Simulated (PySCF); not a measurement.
**Correlation energy of Tb³⁺ (terbium, charge +3)**

[Xe] 4f8, high-spin 7F determinant. Calculation: PySCF 2.14, in cc-pVDZ-X2C (8s7p5d3f1g, 84 functions); scalar relativity by spin-free X2C-1e. Frozen: [Kr] 4d10; 16 electrons correlated.

| level | correlation energy (mhartree) |
| --- | --- |
| CCSD | -437.54 |
| (T) | -11.16 |
| CCSD(T) | -448.70 |

Diagnostics: T1 = 0.0074, D1 = 0.0172, largest double amplitude 0.027.

Task: Is a single reference adequate?

Result: Yes, within this model without spin-orbit coupling: T1 lies below 0.03 and no double amplitude reaches 0.07.
